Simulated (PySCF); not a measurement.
Electron correlation in Ar³⁺ (argon, charge +3)

[Ne] 3s2 3p3, high-spin 4S determinant. All numbers are calculated (PySCF 2.14, the non-relativistic Hamiltonian (point nucleus), in aug-cc-pV(T+d)Z with one added diffuse shell each of s, p, d, f type (7s6p5d3f, 71 functions)). Frozen: [Ne]; 5 electrons correlated.

```tsv
level	correlation energy (mhartree)
CCSD	-124.62
(T)	-3.24
CCSD(T)	-127.86
```

Diagnostics: T1 = 0.0025, D1 = 0.0068, largest double amplitude 0.059.

Cost of the coupled-cluster step: of the order of 3 core-seconds, for 5 correlated electrons.

Iterations:

```
CC2 = 0
CCSD nocc = (np.int64(4), np.int64(1)), nmo = (66, 66)
frozen orbitals [[0, 1, 2, 3, 4], [0, 1, 2, 3, 4]]
max_cycle = 100
direct = 0
conv_tol = 1e-08
conv_tol_normt = 1e-06
diis_space = 8
diis_start_cycle = 0
Init t2, MP2 energy = -0.102479282898299
Init E_corr(UCCSD) = -0.102479282900883
cycle = 1  E_corr(UCCSD) = -0.119648780785557  dE = -0.0171694979  norm(t1,t2) = 0.036686
cycle = 2  E_corr(UCCSD) = -0.123244307598589  dE = -0.00359552681  norm(t1,t2) = 0.0103482
cycle = 3  E_corr(UCCSD) = -0.124646831018131  dE = -0.00140252342  norm(t1,t2) = 0.00355856
cycle = 4  E_corr(UCCSD) = -0.124624798767389  dE = 2.20322507e-05  norm(t1,t2) = 0.000421772
cycle = 5  E_corr(UCCSD) = -0.124624362930074  dE = 4.35837315e-07  norm(t1,t2) = 2.61345e-05
cycle = 6  E_corr(UCCSD) = -0.124624066530855  dE = 2.96399219e-07  norm(t1,t2) = 2.00862e-06
cycle = 7  E_corr(UCCSD) = -0.124624140976153  dE = -7.44452983e-08  norm(t1,t2) = 2.93086e-07
cycle = 8  E_corr(UCCSD) = -0.124624131918676  dE = 9.05747713e-09  norm(t1,t2) = 5.40763e-08
UCCSD converged
E(UCCSD) = -523.9857569423533  E_corr = -0.1246241319186758
UCCSD(T) correction = -0.00324275637141155
```
